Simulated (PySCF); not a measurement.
A thermochemical cycle for AsH

PBE in PySCF with def2-TZVPPD on every atom, for the lowest determinant that a PBE0 search found; no spin–orbit coupling. AsH, a triplet (π ↑↑), has De = 2.96 eV to neutral atoms, and AsH⁺, a doublet (π ↑), has De = 3.17 eV to As⁺ + H.

The adiabatic ionisation energy of AsH, between the minima, is 9.69 eV.

Problem. Which ionisation energy of the As atom does this level give?

Solution. IE(As) = IE(molecule) + De(ion) − De(neutral) = 9.69 + 3.17 − 2.96 = 9.90 eV; the measured value is 9.789 eV (NIST ASD).

Spin–orbit coupling is left out. For an ion De counts to the pair picked by the measured ionisation energies or electron affinities, which need not be the lowest pair at this level. States were picked by a PBE0 search and need not be the measured ground states.
